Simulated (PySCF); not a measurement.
First SCF of a structure search on doublet Al₄⁺, at a hand-made rhombus geometry. PySCF input:

```python
from pyscf import gto, scf, dft
mol = gto.M(atom='''
Al     0.000000     1.260000     0.000000
Al     0.000000    -1.260000     0.000000
Al     2.182400     0.000000     0.000000
Al    -2.182400     0.000000     0.000000''',
    basis={'Al': 'def2-TZVP'},
    charge=1, spin=1)
mf = dft.UKS(mol, xc='PBE0')
mf.grids.atom_grid = (50, 194)
aux = {'Al': 'def2-universal-JKFIT'}
mf = mf.density_fit(auxbasis=aux)
mf.conv_tol = 1e-08
mf.diis_space = 10
mf.max_cycle = 60
mf.init_guess = 'minao'
mf.verbose = 4
mf.kernel()
```

Excerpt of the output (cycles alone):

```
init E= -969.612951491559
cycle= 1 E= -968.957017172675  delta_E= 0.656  |g|= 0.159  |ddm|= 1.37
cycle= 2 E= -968.968671119236  delta_E= -0.0117  |g|= 0.0882  |ddm|= 0.362
cycle= 3 E= -968.970596764788  delta_E= -0.00193  |g|= 0.0182  |ddm|= 0.0757
cycle= 4 E= -968.970868054585  delta_E= -0.000271  |g|= 0.012  |ddm|= 0.0524
cycle= 5 E= -968.971010779653  delta_E= -0.000143  |g|= 0.0017  |ddm|= 0.0171
cycle= 6 E= -968.971024408263  delta_E= -1.36e-05  |g|= 0.000556  |ddm|= 0.00918
cycle= 7 E= -968.97102631078  delta_E= -1.9e-06  |g|= 0.000289  |ddm|= 0.00384
cycle= 8 E= -968.971026829774  delta_E= -5.19e-07  |g|= 0.00014  |ddm|= 0.00231
cycle= 9 E= -968.971026954531  delta_E= -1.25e-07  |g|= 3.32e-05  |ddm|= 0.00149
cycle= 10 E= -968.971026961069  delta_E= -6.54e-09  |g|= 8.16e-06  |ddm|= 0.000375
Extra cycle  E= -968.971026961295  delta_E= -2.26e-10  |g|= 5.02e-06  |ddm|= 4e-05
converged SCF energy = -968.971026961295  <S^2> = 0.7683163  2S+1 = 2.0182332
```

No lower solution of this spin was found from smeared starts or by a stability analysis within the unrestricted form.

The search for the lowest solution, 3 starts and the stability check together, took 22 s on 4 threads of a shared Arm Neoverse V2 host, with 148 basis functions; the process peaked at 0.63 GiB. Launch command: `OMP_NUM_THREADS=4 python axn.py task.json out`.
